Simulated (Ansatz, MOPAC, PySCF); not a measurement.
Constitutional and geometric isomers with formula CH6Si2. Isolated molecules, 0 K electronic values unless said otherwise. Strings in code marks are SMILES.

Quantity: electronic energy of isomers of CH6Si2 relative to `C1[SiH2][SiH2]1`, in kcal/mol. The restricted reference of `C[SiH]=[SiH2]`, `C=[SiH][SiH3]` and `[SiH2]=C[SiH3]` is unstable towards unrestricted orbitals. Semi-empirical values (MOPAC) are differences of heats of formation.

Level 1: frozen-core CCSD(T)/cc-pVQZ // PBE0-D3(BJ)/def2-TZVP (Ansatz, an electronic-structure program)
Level 2: LC-ωPBE/cc-pVTZ // PBE0-D3(BJ)/def2-TZVP (Ansatz)
Level 3: PBE-D3(BJ)/def2-TZVP // PBE0-D3(BJ)/def2-TZVP (PySCF)
Level 4: PM3 // PBE0-D3(BJ)/def2-TZVP (MOPAC)

```json
[
 {"species": "`[SiH2]=C[SiH3]`", "level 2": "13.4", "level 3": "9.96", "level 4": "12.3"},
 {"species": "`C=[SiH][SiH3]`", "level 2": "15.1", "level 3": "10.0", "level 4": "15.8"},
 {"species": "`C[SiH]=[SiH2]`", "level 2": "12.4", "level 3": "5.76", "level 4": "12.2"}
]
```

Question: What does level 1 give for each, and how far do the other levels lie from it on average?

Answer: 
- `[SiH2]=C[SiH3]`: 6.04
- `C=[SiH][SiH3]`: 8.55
- `C[SiH]=[SiH2]`: 6.50
Mean absolute difference from level 1, which has limits of its own, over these rows (drawn at random from the members that have all these levels): level 2 6.61 kcal/mol, level 3 2.04 kcal/mol, level 4 6.38 kcal/mol.
